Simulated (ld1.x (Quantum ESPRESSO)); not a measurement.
indium TM: all-electron and pseudo phase curves

```
Element                 : In (Z = 49)
Generator               : ld1.x (Quantum ESPRESSO) 7.5
Type                    : norm-conserving Troullier–Martins (Kleinman–Bylander form)
Functional              : PBE
Relativity              : fully relativistic
Frozen core             : [Kr] 4d10
Valence charge          : 3
Reference configuration : 5s2 5p0.5 (charge +0.5)
Partial waves           : 5p (bound): rc 2.56 bohr; 5d channel at -0.1 Ry: rc 2.78 bohr; 5s (bound): rc 2.32 bohr
Local potential         : the s channel
Core correction         : Bessel-smoothed model core inside 1.75 bohr
```

Open shells are filled in proportion to 2j + 1 (rel_dist='average').

The phase is arctan(r·u′/u) with u = r·R(r), unwrapped; energies in Ry, scanned from -3 to 5 Ry. A pole is an energy at which the radial function vanishes at the test radius. The pseudo phase is shifted by a multiple of π to meet the all-electron one at the reference energy, and phase errors are pseudo minus all-electron; the curves can meet again beyond the range given. Levels narrower than the energy grid can be missing from the lists of poles.

| channel | radius (bohr) | reference energy (Ry) | poles, all-electron | poles, pseudo | unbroken range about the reference energy with phases within 0.05 rad | phase error 1 Ry above the reference energy (rad) |
| --- | --- | --- | --- | --- | --- | --- |
| s | 3.01 | -0.84 | -0.01 | -0.02, 4.83 | below 1.6 | -0.004 |
| p1/2 | 3.01 | -0.41 | 0.90 | 0.88 | below 2.6 | -0.003 |
| p3/2 | 3.01 | -0.38 | 1.04 | 1.00 | below 2.5 | -0.004 |
| d3/2 | 3.01 | -0.10 | -1.62, 2.81 | 2.13 | -1.3 to 0.4 | -0.271 |
| d5/2 | 3.01 | -0.10 | -1.56, 2.85 | 2.12 | -1.3 to 0.4 | -0.313 |

Note: ghost states, extra bound levels that the all-electron valence spectrum of the same l lacks: d3/2 at -1057.6 eV, d5/2 at -432.4 eV. A true bound ghost makes a file unfit for plane-wave use.

Phases in the s channel:

| E (Ry) | all-electron | pseudo |
| --- | --- | --- |
| -3.00 | 1.327 | 1.327 |
| -2.76 | 1.309 | 1.308 |
| -2.52 | 1.285 | 1.284 |
| -2.28 | 1.253 | 1.252 |
| -2.04 | 1.208 | 1.207 |
| -1.80 | 1.137 | 1.136 |
| -1.56 | 1.013 | 1.012 |
| -1.32 | 0.739 | 0.736 |
| -1.08 | -0.004 | -0.006 |
| -0.84 | -0.925 | -0.925 |
| -0.60 | -1.296 | -1.296 |
| -0.36 | -1.453 | -1.455 |
| -0.12 | -1.541 | -1.543 |
| 0.12 | -1.600 | -1.604 |
| 0.36 | -1.646 | -1.651 |
| 0.60 | -1.687 | -1.694 |
| 0.84 | -1.726 | -1.737 |
| 1.08 | -1.768 | -1.785 |
| 1.32 | -1.816 | -1.844 |
| 1.56 | -1.878 | -1.927 |
| 1.80 | -1.966 | -2.058 |
| 2.04 | -2.103 | -2.305 |
| 2.28 | -2.348 | -2.836 |
| 2.52 | -2.825 | -3.626 |
| 2.76 | -3.512 | -4.109 |
| 3.00 | -3.996 | -4.334 |
| 3.24 | -4.244 | -4.454 |
| 3.48 | -4.380 | -4.528 |
| 3.72 | -4.464 | -4.580 |
| 3.96 | -4.521 | -4.619 |
| 4.20 | -4.563 | -4.649 |
| 4.44 | -4.595 | -4.676 |
| 4.68 | -4.621 | -4.699 |
| 4.92 | -4.642 | -4.720 |
